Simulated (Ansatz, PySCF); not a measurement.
Species: C3H8N, net charge 1, singlet state. It need not be the lowest isomer of its formula. 
Coordinates optimised at B3LYP-D3(BJ)/def2-TZVP (Ansatz, a quantum-chemistry and plane-wave program):
```
C
H 1 1.0803
C 1 1.4923 2 121.09
H 3 1.0804 1 116.89 2 -0.69
H 3 1.0830 4 114.19 1 -144.66
C 1 1.4923 2 121.09 3 -72.21
H 6 1.0804 1 116.89 2 0.69
H 6 1.0830 7 114.19 1 144.66
N 1 1.4960 2 110.35 6 -143.90
H 9 1.0236 1 111.03 2 180.00
H 9 1.0246 10 107.44 1 -121.98
H 9 1.0246 10 107.44 11 -116.04
```
Charge +1, spin multiplicity 1.

Total electronic energies in hartree. Cores are frozen in the correlated levels unless marked. Spin-orbit coupling is left out. Non-relativistic. CBS marks a two-point X^-3 extrapolation of the correlation energy; Hartree-Fock from the larger set. [CCSD(T)-MP2]/basis is that difference in the basis named.

| level | program | energy (Eh) |
|---|---|---|
| HF/6-31G* | Ansatz | -172.44502 |
| HF/cc-pVTZ | Ansatz | -172.51334 |
| HF/cc-pwCVTZ | Ansatz | -172.51445 |
| B3LYP/def2-TZVPD | Ansatz | -173.67296 |
| PBE0/6-31G* | Ansatz | -173.39466 |
| PBE0-D4/def2-TZVPD | Ansatz + dftd4 | -173.46615 |
| PBE0/def2-QZVPP | Ansatz | … |
| TPSSh-D3(BJ)/def2-TZVPD | PySCF + dftd3 | -173.69342 |
| TPSSh-D4/def2-TZVPD | PySCF + dftd4 | -173.69193 |
| HSE06-D3(BJ)/def2-TZVPD | Ansatz + dftd3 | -173.45552 |
| CAM-B3LYP-D3(BJ)/def2-TZVPD | Ansatz + dftd3 | -173.57596 |
| CAM-B3LYP/def2-TZVPD | Ansatz | -173.57061 |
| wB97X-V/def2-TZVPD | Ansatz | -173.61949 |
| B2GP-PLYP-D4/def2-TZVPD | Ansatz + dftd4 | -173.47022 |
| PBE-QIDH/def2-TZVPD | Ansatz | -173.43027 |
| RPA@PBE/cc-pVTZ | Ansatz | … |
| RPA@PBE/cc-pVQZ | Ansatz | -173.75725 |
| MP2/STO-3G | Ansatz | -170.62054 |
| RI-MP2/cc-pVQZ | Ansatz | -173.28697 |
| SCS-MP2/STO-3G | Ansatz | -170.63988 |
| SCS-MP2/cc-pwCVTZ | Ansatz | -173.24331 |
| CCSD(T)/STO-3G | Ansatz | -170.68454 |
| RI-MP2/CBS(cc-pVTZ,cc-pVQZ)+[CCSD(T)-MP2]/cc-pVTZ | Ansatz | -173.3868 |

Question: What belongs in the gaps?

Answer: 
- PBE0/def2-QZVPP, energy (Eh): -173.47440
- RPA@PBE/cc-pVTZ, energy (Eh): -173.66494
